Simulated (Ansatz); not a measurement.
Cost and result for the atomization energy of C3H6FNSi, SMILES `C=N/C(F)=C/[SiH3]` (12 atoms, 11 bonds).

```json
{"atom": "C1", "x (Å)": "1.355", "y (Å)": "2.413", "z (Å)": "0.179"}
{"atom": "N2", "x (Å)": "1.416", "y (Å)": "1.149", "z (Å)": "0.265"}
{"atom": "C3", "x (Å)": "0.291", "y (Å)": "0.391", "z (Å)": "0.045"}
{"atom": "F4", "x (Å)": "-0.839", "y (Å)": "1.068", "z (Å)": "-0.257"}
{"atom": "C5", "x (Å)": "0.252", "y (Å)": "-0.937", "z (Å)": "0.112"}
{"atom": "Si6", "x (Å)": "-1.283", "y (Å)": "-1.942", "z (Å)": "-0.189"}
{"atom": "H7", "x (Å)": "0.443", "y (Å)": "2.961", "z (Å)": "-0.065"}
{"atom": "H8", "x (Å)": "2.263", "y (Å)": "2.983", "z (Å)": "0.358"}
{"atom": "H9", "x (Å)": "1.198", "y (Å)": "-1.405", "z (Å)": "0.359"}
{"atom": "H10", "x (Å)": "-1.797", "y (Å)": "-1.728", "z (Å)": "-1.567"}
{"atom": "H11", "x (Å)": "-2.354", "y (Å)": "-1.577", "z (Å)": "0.775"}
{"atom": "H12", "x (Å)": "-0.945", "y (Å)": "-3.377", "z (Å)": "-0.015"}
```

Charge 0, multiplicity 1. All single points use the PBE0-D4/def2-TZVP geometry. It is one conformer, not always the lowest. Program: Ansatz. All runs use 4 threads of an Arm Neoverse V1 on a shared host. Times are those of one run each, without the atoms' runs, and a repeat can differ threefold. Electronic energies, without spin–orbit coupling; frozen cores. CCSD(T)/CBS adds CCSD(T) − MP2 in def2-TZVPP to the MP2 limit, and its time is that of the two runs behind it. T1 = 0.014; the RHF reference is unstable towards UHF. B3LYP takes the VWN-RPA correlation (the form of Gaussian; ORCA's B3LYP/G).

CCSD(T)/CBS is a level of theory with its own doubt, some kJ/mol a heavy atom from the limit and from the frozen cores, so smaller differences don't rank the functionals.

| level | functions | wall time | atomization (kJ/mol) | difference from CCSD(T)/CBS | per bond |
| --- | --- | --- | --- | --- | --- |
| PBE-D4/def2-TZVPP (with forces) | 281 | 2.9 s | 4779.0 | 155.8 | 14.2 |
| PBE0-D4/def2-TZVPP | 281 | 3.6 s | 4659.9 | 36.7 | 3.3 |
| r2SCAN-D4/def2-TZVPP (with forces) | 281 | 5.5 s | 4649.8 | 26.6 | 2.4 |
| B3LYP-D4/def2-TZVPP (with forces) | 281 | 6 s | 4651.1 | 27.9 | 2.5 |
| B2PLYP/def2-TZVPP | 281 | 8 s | 4592.9 | -30.3 | -2.8 |
| ωB97X-V/def2-TZVPP | 281 | 9 s | 4650.4 | 27.2 | 2.5 |
| ωB97M-V/def2-TZVPP (with forces) | 281 | 13 s | 4649.2 | 26.0 | 2.4 |
| MP2/def2-QZVPP | 535 | 32 s | 4658.4 | 35.2 | 3.2 |
| CCSD(T)/def2-TZVPP | 281 | 5.1 min | 4496.9 | -126.3 | -11.5 |
| CCSD(T)/CBS(def2) | – | 5.7 min | 4623.2 | 0.0 | 0.0 |

The D4 term adds +39.2 kJ/mol with B3LYP and +20.6 kJ/mol with PBE0; it sums over pairs of atoms, weighted by their polarisabilities, and B3LYP, whose exchange is more repulsive, gets the larger term. From PBE to PBE0 (25 % exact exchange), in def2-TZVPP and without D4, the atomization energy moves by −115.2 kJ/mol: exact exchange takes away binding that semilocal exchange gives to molecules. In def2-TZVPP, CCSD(T) changes the Hartree–Fock value by +1216.5 kJ/mol (the triples alone add +86.1 kJ/mol) and MP2 by +1303.1 kJ/mol; breaking electron pairs costs correlation energy, which Hartree–Fock lacks.
